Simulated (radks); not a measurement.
Spherical jellium clusters: N electrons in a uniform positive sphere of charge N and radius rs N^(1/3), rs = 4.75 bohr. Method: non-relativistic Kohn-Sham, LDA (Slater exchange, Perdew-Wang correlation), spin-polarised, spherical densities; computed with a radial shooting solver with Libxc functionals. Levels are named by radial order and angular momentum (1s, 1p, 1d, 2s, ...), and open shells are averaged over m.

N = 9, configuration 1s2 1p6 1d(up 1, down 0). This is the lowest configuration that the search found. Occupied and some empty levels:

| level | occupation | eigenvalue (eV) | <r> (bohr) |
|---|---|---|---|
| 1s up | 1 | -3.8524 | 6.551 |
| 1s down | 1 | -3.7700 | 6.470 |
| 1p up | 3 | -3.0312 | 7.757 |
| 1p down | 3 | -2.9281 | 7.737 |
| 1d up | 1 | -1.9968 | 8.816 |
| 1d down | 0 | -1.8888 | 8.845 |
| 2s up | 0 | -1.5173 | 8.259 |
| 2s down | 0 | -1.4639 | 8.327 |
| 1f up | 0 | -0.85418 | 10.06 |
| 1f down | 0 | -0.75522 | 10.17 |
| 2p up | 0 | -0.57900 | 11.53 |
| 2p down | 0 | -0.53245 | 11.72 |

Energy (eV): total -15.9424, kinetic 11.401, external -264.01, Hartree 130.60, exchange-correlation -27.784, background 133.85.
